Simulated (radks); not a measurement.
The numbers below are computed, except where a source is named.
Q: These are the eigenvalues of the occupied orbitals of an atom or ion with whole-number occupations (eV). Code: a radial shooting solver on a logarithmic mesh with Libxc functionals. Model: Dirac Kohn-Sham, LB94 model potential, spin-unpolarised, spherical densities, finite nucleus; Fermi nuclear charge, rms radius of each element as measured or else 0.836 A^(1/3) + 0.57 fm.

orbital  eigenvalue
1s1/2     -87953.17
2s1/2     -17513.31
2p1/2     -16921.88
2p3/2     -14838.49
3s1/2     -5817.475
3p1/2     -5552.372
3p3/2     -5076.471
3d3/2     -4644.006
3d5/2     -4541.015
4s1/2     -2719.818
4p1/2     -2605.121
4p3/2     -2450.699

Which element is it, and in what charge state? The configuration may be excited. Open shells, if any, fill j = l - 1/2 first.

A: Z = 81, thallium, charge +45: Tl45+ in [Kr]. The list shows which subshells hold electrons but not how many an open one holds; the 1s level, -3232.2 hartree, gives Z - s = 80.4 by -(Z - s)^2/2, which with screening and relativity narrows Z to a few neighbours, and the depths of the outer levels then fix element, charge and occupations together.
